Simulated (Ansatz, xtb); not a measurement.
Two isomers of BH4SeSi+

We compare I, `[H]/[Se+]=[SiH]\B`, a singlet, with II, `B=[Se+][SiH3]`, a singlet. Both are isolated ions in the gas phase, relaxed with B3LYP/6-31G*; the shapes shown needn't be the lowest conformers.

I (Å):

```yaml
atoms:
  - { symbol: B, position_ang: [0.3536, -0.2861, -1.3352] }
  - { symbol: Se, position_ang: [-0.4148, 1.4404, 1.9400] }
  - { symbol: Si, position_ang: [0.8084, 1.0001, 0.1655] }
  - { symbol: H, position_ang: [0.7038, -1.4166, -1.2312] }
  - { symbol: H, position_ang: [-0.2446, 0.1333, -2.2721] }
  - { symbol: H, position_ang: [2.0591, 1.7893, 0.1972] }
  - { symbol: H, position_ang: [-1.5082, 0.5115, 1.5564] }
```

II (Å):

```xyz
7

B    -1.6314    0.9185    0.2346
Se   -1.4618    0.0154   -1.3013
Si    0.3027   -1.2536   -0.1204
H    -0.2503   -2.6168   -0.1716
H    -1.7501    1.5170    1.2390
H     0.3558   -0.6635    1.2340
H     1.4728   -0.9564   -0.9626
```

Problem. Which of the two would you expect CCSD(T)/def2-TZVP electronic energies to favour?

Solution. Structure II; the calculation gives E(II) − E(I) = −0.586 eV.

Level by level:

```
            level      geometry  E(II) − E(I) (eV)  departure from the last row (eV)  job, with rough time for the two
     B3LYP/6-31G*  B3LYP/6-31G*              −0.397                            +0.189                optimisation, 32 s
     HF/def2-TZVP  B3LYP/6-31G*              −0.440                            +0.147           part of the CCSD(T) run
    MP2/def2-TZVP  B3LYP/6-31G*              −0.698                            −0.112           part of the CCSD(T) run
CCSD(T)/def2-TZVP  B3LYP/6-31G*              −0.586                                                  single point, 23 s
```

As drawn, II has 1 B=Se, 1 Se–Si, 2 Si–H in place of 1 Se–H, 1 Se=Si, 1 B–Si, 1 B–H.

The levels shown agree on the order. The largest departure from CCSD(T)/def2-TZVP is that of B3LYP/6-31G*, 0.189 eV. Levels run at GFN2-xTB geometries aren't shown.

With harmonic frequencies from B3LYP/6-31G* (ideal gas, rigid rotor, one conformer each, 298.15 K, 1 atm): on the last row, ΔE + ΔZPE = −0.581, ΔH = −0.586, ΔG = −0.584 eV.

The correlated steps freeze 15 core orbitals; the filled d shell of Se is correlated, in a basis made for valence electrons. Codes used: Ansatz 0.2.0; the last row on 1 thread of Intel(R) Xeon(R) 6975P-C (Granite Rapids) on a shared host.
